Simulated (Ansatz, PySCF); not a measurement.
Gas-phase reaction in SMILES: C[Si](C)(O)O [dihydroxy(dimethyl)silane] + 3 [SiH4] (SiH4) -> 2 C[SiH3] [methylsilane] + 2 O[SiH3] [hydroxysilane]
Geometries: B3LYP-D3(BJ)/def2-TZVP minima from Ansatz (a quantum-chemistry and plane-wave program), one conformer each, not searched for the lowest.

Wanted: bond separation energy (enthalpy at 298 K, with B3LYP-D3(BJ) rigid-rotor harmonic-oscillator terms from PySCF), in eV. Cores are frozen in the correlated levels unless marked. Spin-orbit coupling is left out. Non-relativistic. Basis-set limits of correlation are two-point, X^-3; Hartree-Fock from the larger set. The bracket is a focal-point correction in the basis named.

```
level           program  bond separation energy (eV)
--------------  -------  ---------------------------
HF/cc-pV(D+d)Z   Ansatz                         0.52
```

Question: Estimate the value at RI-MP2/CBS(cc-pV(T+d)Z,cc-pV(Q+d)Z)+[CCSD(T)-MP2]/cc-pV(T+d)Z as computed with Ansatz.

Answer: 0.55 eV
